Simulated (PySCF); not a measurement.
# Radial density of Ba⁵²⁺ (barium, charge +52)

r2SCAN0, [He] 2s2, closed-shell 1S. Calculation: PySCF 2.14, in an even-tempered Gaussian basis (17 s from 29 bohr⁻², ratio 2.2; 8 p from 44 bohr⁻², ratio 2.4; 5 d from 130 bohr⁻², ratio 2.4; 5 f from 200 bohr⁻², ratio 2.4; 4 g from 290 bohr⁻², ratio 2.4); no relativity, point nucleus.

| r (bohr) | 4πr²ρ (e/bohr) |
| --- | --- |
| 0.000434 | 0.2778 |
| 0.000729 | 0.7604 |
| 0.00123 | 2.035 |
| 0.00206 | 5.241 |
| 0.00347 | 12.66 |
| 0.00584 | 27.42 |
| 0.00982 | 49.41 |
| 0.0165 | 64.95 |
| 0.0278 | 49.64 |
| 0.0467 | 18.91 |
| 0.0786 | 19.47 |
| 0.132 | 14.15 |
| 0.222 | 1.127 |
| 0.374 | 0.003603 |

A non-relativistic calculation at this Z misses sizeable relativistic shifts.
